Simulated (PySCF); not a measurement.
SiF2Cl2, SMILES F[Si](F)(Cl)Cl.

Geometry optimised at B3LYP-D3(BJ)/def2-SVP.

Computed with r2SCAN/def2-TZVP run with PySCF.

Symmetry labels are those of the subgroup C2v that the program uses (full group C2v).

**Question.** List the valence orbital energies around the gap with their symmetry. (Estimate from the structure and the level; the computed values follow.)

**Answer.** 
```tsv
orbital	symmetry	energy (eV)
HOMO−7	A2	-11.54
HOMO−6	A1	-11.53
HOMO−5	B2	-11.23
HOMO−4	B1	-10.64
HOMO−3	A1	-9.70
HOMO−2	B2	-9.42
HOMO−1	A2	-9.09
HOMO	B1	-8.89
LUMO	A1	-0.90
LUMO+1	B2	0.27
LUMO+2	A1	0.63
LUMO+3	B1	1.45
```
